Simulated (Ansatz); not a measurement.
Consider the isomerisation: `O=C[SiH2]BO` → `OC[SiH]1BO1`.

Computed with Ansatz on PBE0-D4/def2-TZVP structures; ΔE is electronic, products minus reactants. CCSD(T)/CBS adds triple-zeta CCSD(T) − MP2 to the extrapolated MP2 energy (def2 sets, frozen cores). Functionals use def2-TZVPP. Each species was taken in one conformer, which may not be the lowest.

```
      species  PBE energy (Eh)
`O=C[SiH2]BO`       -505.61053
`OC[SiH]1BO1`       -505.60743
```

Q: Work out ΔE.

A: ΔE = (-505.60743) − (-505.61053) = 0.00310 Eh = +1.9 kcal/mol. CCSD(T)/CBS gives +2.1 kcal/mol.

Largest T1 diagnostic among the species: 0.017.

In def2-TZVPP, CCSD(T) changes the Hartree–Fock value by −5.2 kcal/mol (the triples alone add −0.1 kcal/mol) and MP2 by −8.1 kcal/mol. From PBE to PBE0 (25 % exact exchange), in def2-TZVPP and without D4, ΔE moves by −0.9 kcal/mol.
